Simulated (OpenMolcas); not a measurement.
**C, Si, Ge, Sn, Pb: ns² np² down the group**

```json
{
  "Program": "OpenMolcas 26.06",
  "Method": "SS-CASPT2, IPEA 0.25 Eh, imaginary shift 0.1 Eh",
  "Basis": "ANO-RCC-VTZP",
  "Scalar Hamiltonian": "DKH2, point nucleus",
  "Spin-orbit coupling": "RASSI with atomic mean-field integrals over the reference wave functions, term energies averaged over their components"
}
```

Active space for each ion: 4 electrons in 4 orbitals (s p); closed shells correlated by CASPT2: C 1s; Si 2s 2p; Ge 3d; Sn 4d; Pb 5d.

Computed levels in cm-1 above ³P₀:

| Level | C | Si | Ge | Sn | Pb |
| --- | --- | --- | --- | --- | --- |
| ³P₁ | 15.2 | 67.0 | 491 | 1442 | 6650 |
| ³P₂ | 45.3 | 195 | 1264 | 3030 | 9580 |
| ¹D₂ | 10020 | 5960 | 8240 | 8490 | 18910 |
| ¹S₀ | 20550 | 13830 | 17720 | 17700 | 27940 |
| weight of ³P in the lowest level (%) | 100 | 100 | 100 | 97 | 88 |

Mixed levels, with the weight of the term that names them: Pb ³P₂ (62 %), Pb ¹D₂ (62 %).

Measured, with the error of the calculation in %. Measured levels: C, Si, Ge, Sn, Pb from NIST Handbook of Basic Atomic Spectroscopic Data.

```tsv
Level	C	Si	Ge	Sn	Pb
³P₁	16.4 (-7.5)	77.1 (-13.1)	557 (-11.9)	1692 (-14.8)	7819 (-14.9)
³P₂	43.4 (+4.4)	223 (-12.8)	1410 (-10.3)	3428 (-11.6)	10650 (-10.1)
¹D₂	10193 (-1.7)	6299 (-5.4)	7125 (+15.7)	8613 (-1.5)	21458 (-11.9)
¹S₀	21648 (-5.1)	15394 (-10.2)	16367 (+8.3)	17162 (+3.1)	29467 (-5.2)
```

The fine-structure level ³P₂ changes by a factor of 211 from C to Pb.

Without spin-orbit coupling ¹D lies 9990, 5830, 7290, 5690, 5500 cm-1 above ³P in that order; the difference to the level ¹D₂, of either sign, comes from spin-orbit coupling, which also lowers the zero.

Term energies are means over components that CASPT2 splits; among the terms shown or strongly mixed into the levels shown the widest spread is 310 cm-1 (6s² 6p² ¹D, Pb). Over all roots computed the reference weight is 0.94 to 0.99 in C, 0.86 to 0.98 in Si, 0.90 to 0.96 in Ge, 0.86 to 0.93 in Sn; the roots of lowest weight are the least certain, and an intruder state may touch them. Some terms miss by over 15 % even with CASPT2, which points to a basis or an active space too small for the shells correlated (holds for Ge). Some high roots are left out of the spin-orbit mixing, which shifts the levels that they would mix with (holds for Pb). Computed and measured levels are paired by configuration, term and J; levels that our copy of the source lacks, or whose pairing is in doubt (as where it misses far off the trend of its configuration), stay unpaired and out of the deviations. Where the source uses jj or jK labels, the order within each J decides. Levels of configurations outside the active space are missing.
